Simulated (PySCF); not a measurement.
Compound: C₇H₇ClOSi.
Structure used (PBE0-D3(BJ)/def2-SVP), in Å, numbered top down from 1:
```xyz
17
C7H7ClOSi angstrom
O      3.744   -1.154    0.538
C      3.138   -0.143    0.396
Cl     4.020    1.409    0.288
C      1.663   -0.032    0.289
C      0.938   -1.231    0.354
C     -0.447   -1.211    0.268
C     -1.144   -0.001    0.118
Si    -3.026    0.018    0.007
C     -0.405    1.189    0.055
C      0.985    1.180    0.138
H      1.484   -2.170    0.472
H     -0.993   -2.158    0.321
H     -3.492    1.433   -0.086
H     -3.481   -0.739   -1.198
H     -3.619   -0.628    1.216
H     -0.919    2.146   -0.061
H      1.550    2.112    0.088
```

Method used: PySCF, TDDFT B3LYP/def2-SVPD, vertical, gas phase, core orbitals frozen in the response.

Ground-to-excited transition dipoles (e·a0, same axes as the geometry; the sign carries no meaning), for the states with f of 0.002 or more among the lowest 10:

```csv
state,E (eV),μx,μy,μz
S2,4.530,0.020,-0.425,0.040
S3,4.916,-1.882,-0.111,-0.108
S5,5.761,-0.006,0.023,-0.141
S6,5.777,0.079,-0.234,0.012
S7,6.118,-0.147,0.680,-0.070
S10,6.490,-1.723,-0.147,-0.095
```

Problem. Work out the oscillator strengths.

Solution. f = (2/3) ΔE |μ|² with ΔE in hartree (27.2114 eV).

```
state  |μ|² (au)  |μ| (D)      f
   S2      0.183     1.09  0.020
   S3      3.564     4.80  0.429
   S5      0.020     0.36  0.003
   S6      0.061     0.63  0.009
   S7      0.488     1.78  0.073
  S10      2.999     4.40  0.477
```

Problem. What angle do the transition dipoles of S2 and S10 make?

Solution. |cos θ| = |μa·μb| / (|μa| |μb|) = 0.03, so θ ≈ 88° (taken between 0 and 90°, since the signs are arbitrary).

Problem. How is the summed strength of these states shared among x, y and z?

Solution. (2/3) Σ ΔE μα² gives 0.903 for x, 0.102 for y and 0.007 for z, 1.011 in all.

Problem. What peak molar absorption coefficient would the strongest computed level give as a lone Gaussian band 0.4 eV wide at half height?

Solution. ε(max) = 2.175×10⁸ f / FWHM, with the width in cm⁻¹. S10: 2.175×10⁸ × 0.4769 / 3226 ≈ 32000 L mol⁻¹ cm⁻¹.

All these states lie below the vertical ionisation energy of 9.68 eV (ΔSCF).

One conformer stands for the species.
